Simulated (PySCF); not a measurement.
## Orbital picture of SnAs

r²SCAN at R = 2.449 Å; Sn def2-SVP with ECP28, As def2-SVP; scalar-relativistic core potentials (PySCF 2.14). State: ²Π (doublet), unpaired electrons π ↑. Only the outer orbitals are listed, counted within each symmetry, core potentials removing the inner ones.

```json
{"spin": "α", "orbital": "10σ", "occ.": "1", "ε (eV)": "-15.14", "on Sn (%)": "21", "main shells (%)": "77 As s, 16 Sn s"}
{"spin": "α", "orbital": "11σ", "occ.": "1", "ε (eV)": "-10.64", "on Sn (%)": "73", "main shells (%)": "72 Sn s, 18 As s, 9 As p"}
{"spin": "α", "orbital": "6π", "occ.": "1", "ε (eV)": "-6.36", "on Sn (%)": "25", "main shells (%)": "74 As p, 24 Sn p"}
{"spin": "α", "orbital": "12σ", "occ.": "1", "ε (eV)": "-5.76", "on Sn (%)": "47", "main shells (%)": "50 As p, 39 Sn p"}
{"spin": "α", "orbital": "6π", "occ.": "1", "ε (eV)": "-5.54", "on Sn (%)": "29", "main shells (%)": "70 As p, 28 Sn p"}
{"spin": "α", "orbital": "7π", "occ.": "0", "ε (eV)": "-3.28", "on Sn (%)": "75", "main shells (%)": "75 Sn p, 24 As p"}
{"spin": "α", "orbital": "7π", "occ.": "0", "ε (eV)": "-2.74", "on Sn (%)": "71", "main shells (%)": "71 Sn p, 28 As p"}
{"spin": "α", "orbital": "13σ", "occ.": "0", "ε (eV)": "0.36", "on Sn (%)": "76", "main shells (%)": "70 Sn p, 29 As p"}
{"spin": "β", "orbital": "10σ", "occ.": "1", "ε (eV)": "-14.29", "on Sn (%)": "29", "main shells (%)": "69 As s, 23 Sn s"}
{"spin": "β", "orbital": "11σ", "occ.": "1", "ε (eV)": "-10.34", "on Sn (%)": "69", "main shells (%)": "67 Sn s, 24 As s"}
{"spin": "β", "orbital": "12σ", "occ.": "1", "ε (eV)": "-5.56", "on Sn (%)": "48", "main shells (%)": "49 As p, 41 Sn p"}
{"spin": "β", "orbital": "6π", "occ.": "1", "ε (eV)": "-5.29", "on Sn (%)": "43", "main shells (%)": "57 As p, 42 Sn p"}
{"spin": "β", "orbital": "6π", "occ.": "0", "ε (eV)": "-4.72", "on Sn (%)": "49", "main shells (%)": "51 As p, 48 Sn p"}
{"spin": "β", "orbital": "7π", "occ.": "0", "ε (eV)": "-2.70", "on Sn (%)": "58", "main shells (%)": "57 Sn p, 41 As p"}
{"spin": "β", "orbital": "7π", "occ.": "0", "ε (eV)": "-2.33", "on Sn (%)": "52", "main shells (%)": "51 Sn p, 47 As p"}
```

**Question.** Which are the highest filled and the lowest empty level, where do they sit, and how wide is the gap?

**Answer.** Highest filled β 6π at -5.29 eV (in %: 57 As p, 42 Sn p); lowest empty β 6π at -4.72 eV (in %: 51 As p, 48 Sn p); the gap at r²SCAN is 0.57 eV. Both belong to one degenerate shell, split only by its one-sided filling, so this is no excitation gap.

* bond order (Mayer): 2.23
* ⟨S²⟩: 0.771
* charge on Sn (Mulliken, basis-dependent): 0.17
* charge on Sn (Löwdin, basis-dependent): 0.10
* dipole moment (positive dipole means Sn(−)As(+)): -1.68 D

Spin–orbit coupling is left out. The state was picked by a PBE0 search and need not be the measured ground state.
